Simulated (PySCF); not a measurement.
Be(H)(OMe), SMILES [BeH][O]C, B3LYP/def2-SVP optimised geometry.

```
7

Be     0.93     0.22     0.00
H      2.26     0.22     0.00
O     -0.47     0.22     0.00
C     -1.85     0.21     0.01
H     -2.26     0.62    -0.93
H     -2.24    -0.82     0.13
H     -2.24     0.82     0.84
```

Density from B3LYP/def2-TZVP (PySCF) at that geometry.

Minimum of the electron density along straight lines between bonded atoms, close to the bond critical point (lines longer than 1.1 times the sum of covalent radii, or with two minima, are not listed):

```csv
bond,length / Å,ρ at the minimum / e bohr⁻³,∇²ρ there / e bohr⁻⁵,position (fraction from the first atom)
Be1–H2,1.327,?,0.25,0.43
Be1–O3,1.396,0.132,?,0.36
O3–C4,1.383,0.265,?,0.66
C4–H5,1.105,0.278,-0.96,0.65
C4–H6,1.105,0.278,-0.96,0.65
C4–H7,1.105,0.278,-0.96,0.65
```

Task: Complete the blanks.

Result: 
- Be1–H2, ρ at the minimum / e bohr⁻³: 0.093
- Be1–O3, ∇²ρ there / e bohr⁻⁵: 1.26
- O3–C4, ∇²ρ there / e bohr⁻⁵: -0.40
